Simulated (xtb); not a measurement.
xtb input file for B(OH)2(OSiH3) (BH₅O₃Si), SMILES OB(O)O[SiH3], GFN2-xTB. 

```
$ xtb mol.xyz --gfn 2 --sp --chrg 0 --uhf 0 --json
$ cat mol.xyz
10

B      0.26325801     0.78460804     0.50055360
O      1.23208231     1.73934472     0.43330843
H      1.22500716     2.41552441     1.10932486
O     -0.69802191     0.75466816     1.47389273
H     -0.67345755     1.44738589     2.13327568
O      0.26245556    -0.16180794    -0.43493866
Si    -0.45483251    -1.49350011    -1.00069966
H     -1.64184154    -1.86557875    -0.22867895
H      0.57797509    -2.52608973    -0.90866391
H     -0.80844584    -1.14291984    -2.37633066
```

It prints:

```
[banner left out]
          |                Calculation Setup                |
           -------------------------------------------------



           -------------------------------------------------
          |                 G F N 2 - x T B                 |
           -------------------------------------------------

        Reference                      10.1021/acs.jctc.8b01176
      * Hamiltonian:
        H0-scaling (s, p, d)           1.850000    2.230000    2.230000
        zeta-weighting                 0.500000
      * Dispersion:
        s8                             2.700000
        a1                             0.520000
        a2                             5.000000
        s9                             5.000000
      * Repulsion:
        kExp                           1.500000    1.000000
        rExp                           1.000000
      * Coulomb:
        alpha                          2.000000
        third order                    shell-resolved
        anisotropic                    true
        a3                             3.000000
        a5                             4.000000
        cn-shift                       1.200000
        cn-exp                         4.000000
        max-rad                        5.000000


          ...................................................
          :                      SETUP                      :
          :.................................................:
          :  # basis functions                  31          :
          :  # atomic orbitals                  30          :
          :  # shells                           16          :
          :  # electrons                        30          :
          :  max. iterations                   250          :
          :  Hamiltonian                  GFN2-xTB          :
          :  restarted?                      false          :
          :  GBSA solvation                  false          :
          :  PC potential                    false          :
          :  electronic temp.          300.0000000     K    :
          :  accuracy                    1.0000000          :
          :  -> integral cutoff          0.2500000E+02      :
          :  -> integral neglect         0.1000000E-07      :
          :  -> SCF convergence          0.1000000E-05 Eh   :
          :  -> wf. convergence          0.1000000E-03 e    :
          :  Broyden damping             0.4000000          :
          :  net charge                          0          :
          :  unpaired electrons                  0          :
          ...................................................

 iter      E             dE          RMSdq      gap      omega  full diag
   1    -17.8159086 -0.178159E+02  0.884E+00    7.39       0.0  T
   2    -18.0082979 -0.192389E+00  0.545E+00    6.39       1.0  T
   3    -18.0140003 -0.570244E-02  0.223E+00    6.39       1.0  T
   4    -18.0169917 -0.299136E-02  0.129E+00    6.46       1.0  T
   5    -18.0199754 -0.298369E-02  0.741E-01    6.47       1.0  T
   6    -18.0202356 -0.260195E-03  0.102E-01    6.49       1.0  T
   7    -18.0201899  0.456633E-04  0.939E-02    6.48       1.0  T
   8    -18.0202592 -0.692484E-04  0.248E-02    6.49       1.3  T
   9    -18.0202621 -0.297905E-05  0.166E-02    6.49       1.9  T
  10    -18.0202644 -0.224176E-05  0.186E-03    6.49      17.0  T
  11    -18.0202644 -0.174585E-07  0.789E-04    6.49      40.1  T
  12    -18.0202644 -0.189536E-08  0.293E-04    6.49     108.0  T

   *** convergence criteria satisfied after 12 iterations ***

         #    Occupation            Energy/Eh            Energy/eV
      -------------------------------------------------------------
         1        2.0000           -0.7510205             -20.4363
       ...           ...                  ...                  ...
         9        2.0000           -0.5043119             -13.7230
        10        2.0000           -0.4777707             -13.0008
        11        2.0000           -0.4707056             -12.8086
        12        2.0000           -0.4627688             -12.5926
        13        2.0000           -0.4570017             -12.4356
        14        2.0000           -0.4116341             -11.2011
        15        2.0000           -0.4112225             -11.1899 (HOMO)
        16                         -0.1727545              -4.7009 (LUMO)
        17                         -0.1644495              -4.4749
        18                         -0.1569114              -4.2698
        19                         -0.1301345              -3.5411
        20                         -0.0070027              -0.1906
       ...                                ...                  ...
        30                          0.8696085              23.6633
      -------------------------------------------------------------
                  HL-Gap            0.2384679 Eh            6.4890 eV
             Fermi-level           -0.2919885 Eh           -7.9454 eV

 SCC (total)                   0 d,  0 h,  0 min,  0.007 sec
 SCC setup                      ...        0 min,  0.000 sec (  1.543%)
 Dispersion                     ...        0 min,  0.000 sec (  0.965%)
 classical contributions        ...        0 min,  0.000 sec (  0.282%)
 integral evaluation            ...        0 min,  0.001 sec ( 16.576%)
 iterations                     ...        0 min,  0.003 sec ( 47.698%)
 molecular gradient             ...        0 min,  0.002 sec ( 30.678%)
 printout                       ...        0 min,  0.000 sec (  2.067%)

         :::::::::::::::::::::::::::::::::::::::::::::::::::::
         ::                     SUMMARY                     ::
         :::::::::::::::::::::::::::::::::::::::::::::::::::::
         :: total energy             -17.900743354316 Eh    ::
         :: gradient norm              0.000278063445 Eh/a0 ::
         :: HOMO-LUMO gap              6.489042466132 eV    ::
         ::.................................................::
         :: SCC energy               -18.020260849255 Eh    ::
         :: -> isotropic ES            0.122478322947 Eh    ::
         :: -> anisotropic ES         -0.004221126299 Eh    ::
         :: -> anisotropic XC         -0.002950871198 Eh    ::
         :: -> dispersion             -0.004932538656 Eh    ::
         :: repulsion energy           0.119517494939 Eh    ::
         :: add. restraining           0.000000000000 Eh    ::
         :: total charge              -0.000000000000 e     ::
         :::::::::::::::::::::::::::::::::::::::::::::::::::::

           -------------------------------------------------
          |                Property Printout                |
           -------------------------------------------------

    * Orbital Energies and Occupations

         #    Occupation            Energy/Eh            Energy/eV
      -------------------------------------------------------------
         1        2.0000           -0.7510205             -20.4363
       ...           ...                  ...                  ...
         3        2.0000           -0.6924802             -18.8433
         4        2.0000           -0.6498348             -17.6829
         5        2.0000           -0.5916533             -16.0997
         6        2.0000           -0.5829380             -15.8626
         7        2.0000           -0.5368820             -14.6093
         8        2.0000           -0.5281585             -14.3719
         9        2.0000           -0.5043119             -13.7230
        10        2.0000           -0.4777707             -13.0008
        11        2.0000           -0.4707056             -12.8086
        12        2.0000           -0.4627688             -12.5926
        13        2.0000           -0.4570017             -12.4356
        14        2.0000           -0.4116341             -11.2011
        15        2.0000           -0.4112225             -11.1899 (HOMO)
        16                         -0.1727545              -4.7009 (LUMO)
        17                         -0.1644495              -4.4749
        18                         -0.1569114              -4.2698
        19                         -0.1301345              -3.5411
        20                         -0.0070027              -0.1906
        21                          0.0250099               0.6806
        22                          0.0689295               1.8757
        23                          0.1427329               3.8840
        24                          0.2995376               8.1508
        25                          0.3645485               9.9199
        26                          0.5792667              15.7626
       ...                                ...                  ...
        30                          0.8696085              23.6633
      -------------------------------------------------------------
                  HL-Gap            0.2384679 Eh            6.4890 eV
             Fermi-level           -0.2919885 Eh           -7.9454 eV

     #   Z          covCN         q      C6AA      α(0)
     1   5 B        2.398     0.557    17.956     7.829
     2   8 O        1.593    -0.498    22.888     6.456
     3   1 H        0.806     0.303     0.712     1.325
     4   8 O        1.593    -0.513    23.216     6.503
     5   1 H        0.806     0.302     0.715     1.328
     6   8 O        1.558    -0.422    21.348     6.234
     7  14 Si       3.560     0.510    98.571    19.111
     8   1 H        0.918    -0.080     4.905     3.464
     9   1 H        0.918    -0.079     4.891     3.459
    10   1 H        0.918    -0.079     4.886     3.457

 Mol. C6AA /au·bohr⁶  :       1315.020445
 Mol. C8AA /au·bohr⁸  :      40357.292146
 Mol. α(0) /au        :         59.165789


Wiberg/Mayer (AO) data.
largest (>0.10) Wiberg bond orders for each atom

 ---------------------------------------------------------------------------
     #   Z sym  total        # sym  WBO       # sym  WBO       # sym  WBO
 ---------------------------------------------------------------------------
     1   5 B    3.361 --     6 O    1.137     2 O    1.107     4 O    1.091
     2   8 O    2.109 --     1 B    1.107     3 H    0.889
     3   1 H    0.908 --     2 O    0.889
     4   8 O    2.088 --     1 B    1.091     5 H    0.889
     5   1 H    0.909 --     4 O    0.889
     6   8 O    2.366 --     1 B    1.137     7 Si   1.053
     7  14 Si   3.791 --     6 O    1.053     8 H    0.898    10 H    0.896
                             9 H    0.896
     8   1 H    0.994 --     7 Si   0.898
     9   1 H    0.994 --     7 Si   0.896
    10   1 H    0.994 --     7 Si   0.896
 ---------------------------------------------------------------------------

Topologies differ in total number of bonds
Writing topology from bond orders to xtbtopo.mol

molecular dipole:
                 x           y           z       tot (Debye)
 q only:       -0.254       0.187       0.451
   full:       -0.139       0.757       0.897       3.004
molecular quadrupole (traceless):
                xx          xy          yy          xz          yz          zz
 q only:       -5.286       0.443       4.225       2.428       7.058       1.061
  q+dip:       -5.285      -1.471       3.216       2.437       6.244       2.069
   full:       -6.259      -1.076       4.224       2.990       7.646       2.035


           -------------------------------------------------
          | TOTAL ENERGY              -17.900743354316 Eh   |
          | GRADIENT NORM               0.000278063445 Eh/α |
          | HOMO-LUMO GAP               6.489042466132 eV   |
           -------------------------------------------------

------------------------------------------------------------------------
------------------------------------------------------------------------
Note: The following floating-point exceptions are signalling: IEEE_UNDERFLOW_FLAG IEEE_DENORMAL
normal termination of xtb
 total:
 SCF:
```

The run converged.

Cost: about 0.04 core-seconds (a rough figure).
